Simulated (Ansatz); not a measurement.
`[F][Ga]([F])[I]` + H₂O → `[OH][Ga]([F])[F]` + HI at 500 K and 1 bar (formal hydrolysis of a Ga–I bond).

Calculated with Ansatz (gas phase, PBE0-D4/def2-TZVP geometries, no zero-point term in ΔE). CCSD(T)/CBS is the MP2 limit (def2-TZVPP, def2-QZVPP) plus CCSD(T) − MP2 in def2-TZVPP, frozen cores. This one scheme is used for every species. def2 core potentials past Kr. For Ga, I outer-core shells are correlated without core-valence functions, which leaves a few kJ/mol of doubt a bond. Scalar relativity is left out up to krypton. Each species was taken in one conformer, which may not be the lowest.

```
           species  CCSD(T)/CBS energy (Eh)  H − E (kJ/mol)  S (J/(mol·K))
 `[F][Ga]([F])[I]`              -2421.09887            44.7          371.3
               H₂O                -76.37941            73.2          206.3
`[OH][Ga]([F])[F]`              -2199.41346            80.0          355.7
                HI               -298.03592            28.6          221.6
```

H − E and S are ideal-gas, rigid-rotor, harmonic terms from PBE0-D4/def2-TZVP, for one conformer and one mirror image of each species. 1 Eh = 2625.50 kJ/mol, R = 8.31446 J/(mol·K).

Question: By hand: ΔE, ΔH, ΔS and ΔG.

Answer: ΔE = (-2199.41346) + (-298.03592) − (-2421.09887) − (-76.37941) = 0.02890 Eh = 75.9 kJ/mol. Δ(H − E) = 80.0 + 28.6 − 44.7 − 73.2 = -9.3, so ΔH = 66.6 kJ/mol. ΔS = 355.7 + 221.6 − 371.3 − 206.3 = -0.3 J/(mol·K). ΔG = 66.6 − 500 × (-0.3)/1000 = 66.8 kJ/mol.

Question: By hand: the equilibrium constant, and the temperature at which ΔG would vanish if ΔH and ΔS stayed fixed.

Answer: log₁₀ K = −ΔG/(RT ln 10) = -7.0. ΔH and −TΔS have one sign here, so there is no such temperature.

The number of gas molecules stays the same, so ΔS is small and ΔH decides. A doubt of 5 kJ/mol in ΔE shifts log₁₀ K by 0.5 here. Other conformers and mirror images would add mixing entropy, several J/(mol·K) or more a flexible species. These are equilibria of isolated gas molecules and say nothing of rates. Largest T1 diagnostic: 0.015 (customary marks: 0.02 for closed shells, 0.045 for open ones).

ΔS is within the doubt of such terms, so its sign, and with it that verdict, could turn.
